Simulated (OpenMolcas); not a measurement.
Cr⁴⁺: the spin-orbit constant, Racah parameters, worked from levels

```json
{
 "Program": "OpenMolcas",
 "Basis": "ANO-RCC-VTZP [6s5p3d2f1g]",
 "Scalar Hamiltonian": "DKH2, point nucleus",
 "Active space": "2 electrons in 10 orbitals (3d 4d)",
 "State averaging": "2S+1 = 3 even, 10 roots; 2S+1 = 1 even, 15 roots",
 "Spin-orbit coupling": "state interaction with AMFI integrals over the reference wave functions, term energies averaged over their components"
}
```

Methods: CASSCF; SS-CASPT2, IPEA 0.25 Eh, imaginary shift 0.1 Eh (closed shells correlated: 3s 3p). Measured levels: Sugar and Corliss, J. Phys. Chem. Ref. Data 6, 317 (1977).

**The spin-orbit constant.** For the Hund term 3F of d2, E(J) = (A/2) J(J+1) + constant and ζ = 2S·A = 2A. From J = 2 to J = 4 the energy changes by 7 A.

```tsv
Source	E(4) - E(2)	A	ζ
CASSCF	1159.2	165.6	331
SS-CASPT2	1162.1	166.0	332
measured	1141.7	163.1	326
```

All in cm-1. SS-CASPT2 is off by +1.8 % and CASSCF by +1.5 %. Both methods take the spin-orbit matrix elements from the reference wave functions, so the second can move ζ only through the term energies and any multistate remixing. Second-order mixing with other terms is absorbed into this ζ.

**Racah parameters.** Above 3F, d2 has 3P at 15B, 1G at 12B + 2C and 1D at 5B + 2C. The first two fix B and C, and the third tests them; where it misses by thousands of cm-1, two parameters do not describe the configuration (Trees and configuration-interaction terms are left out) and B and C hang on the terms chosen. Term energies are centres of gravity, weighted by 2J + 1.

```tsv
Source	3P	1G	B	C	C/B	1D from B, C	1D found
CASSCF	18604	24035	1240	4576	3.69	15352	15427
SS-CASPT2	15994	22040	1066	4622	4.34	14574	12581
measured	15200	21360	1013	4600	4.54	14265	12529
```

Energies in cm-1. From CASSCF to SS-CASPT2, B changes by -14.0 % and C by +1.0 %. Against the measured terms, SS-CASPT2 has B off by +5.2 % and C by +0.5 %.

CASPT2 does not keep the components of a term degenerate, so their means are used; among the terms shown or strongly mixed into the levels shown the widest spread is 770 cm-1 (3d2 1G, SS-CASPT2). Active for correlation alone: 4d; no level in the range computed is led by a configuration that fills it, so any true level of that kind is missing. Without dynamic correlation excited terms often stand tens of per cent too high (terms of higher spin than the ground term too low), and those without a measured partner can miss by more than the paired ones (holds for CASSCF). Measured partners are found by configuration, term and J. A level has none where our copy of the source lacks it or the pairing is in doubt (some pairs that miss far off the trend of their configuration count as doubtful), and it then counts in no deviation. Only configurations of the active space appear.
